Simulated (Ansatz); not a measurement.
ZnCl, multiplicity 2 (the spin of the measured ground state), most abundant isotopes (63.9291 and 34.9689 u). Constants from fifth-degree fits in 1/R to seven points on the lowest solution found; no spin–orbit coupling, no relativity up to Kr; ω_e x_e and α_e move by some per cent with the fit.

Correlated levels freeze the inner cores; with def2 sets outer-core shells near the valence are correlated too.

Codes used: Ansatz (Gaussian basis) for Hartree–Fock, density functionals and correlated methods. Each number belongs to the level named beside it.

| level | r_e (Å) | ω_e (cm⁻¹) | ω_e x_e (cm⁻¹) | α_e (cm⁻¹) |
|---|---|---|---|---|
| PBE/def2-TZVPP | 2.1733 | 355.0 | 1.74 | 0.00100 |
| CCSD(T)/def2-TZVPP | 2.1587 | 382.7 | 1.41 | 0.000852 |

D_e from total energies of the atoms and the molecule: 2.27 eV at PBE/def2-TZVPP; 2.13 eV at CCSD(T)/def2-TZVPP.

Derive the rotational constants, the centrifugal constant, the fundamental, the zero-point energy and the force constant, and test the Morse rule for the well depth.


μ = 22.60439 u.
- PBE/def2-TZVPP: B_e = 16.8576/(μ r_e²) = 0.15789 cm⁻¹; B₀ = B_e − α_e/2 = 0.15739 cm⁻¹; D = 4B_e³/ω_e² = 1.25e-07 cm⁻¹; fundamental ω_e − 2ω_e x_e = 351 cm⁻¹; zero-point energy ω_e/2 − ω_e x_e/4 = 177 cm⁻¹; k = μ(2πcω_e)² = 168 N/m; a Morse well would hold ω_e²/(4ω_e x_e) = 2.25 eV against the computed D_e of 2.27 eV
- CCSD(T)/def2-TZVPP: B_e = 16.8576/(μ r_e²) = 0.16003 cm⁻¹; B₀ = B_e − α_e/2 = 0.15961 cm⁻¹; D = 4B_e³/ω_e² = 1.12e-07 cm⁻¹; fundamental ω_e − 2ω_e x_e = 380 cm⁻¹; zero-point energy ω_e/2 − ω_e x_e/4 = 191 cm⁻¹; k = μ(2πcω_e)² = 195 N/m; a Morse well would hold ω_e²/(4ω_e x_e) = 3.22 eV against the computed D_e of 2.13 eV

Measured for the ground state: ω_e 390.5 cm⁻¹ [NIST CCCBDB].

Ansatz is an electronic-structure program.
